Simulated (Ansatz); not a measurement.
`[SiH3][As]1C[SiH2]1`. Charge 0, multiplicity 1. Correlated methods include outer-core shells of As, which these sets cover unevenly. Scalar relativity is left out up to krypton.

Cartesian coordinates in Å:
```
Si -1.3423 0.8926 -0.9583
As -0.4460 -1.2701 -0.6986
C 0.2221 -0.9278 1.2153
Si 1.5689 -0.4306 0.0569
H -1.1964 1.3360 -2.3699
H -2.7905 0.8808 -0.6152
H -0.6621 1.8686 -0.0616
H 0.3219 -1.8645 1.7557
H -0.3264 -0.1770 1.7746
H 2.7539 -1.3137 -0.0256
H 1.8969 1.0058 -0.0733
```

Problem. Give the diagnostics of a CCSD(T)/def2-TZVPP run (frozen core, the Gaussian-basis code of Ansatz). (An estimate is asked.)

Solution. The calculation gave: T1 = 0.0120, largest single amplitude 0.019, largest double 0.039, (T) share of the correlation energy 4.2 %, 9 CCSD cycles. The RHF solution is stable towards an unrestricted one. T1 lies under the customary mark of 0.02 for closed shells.
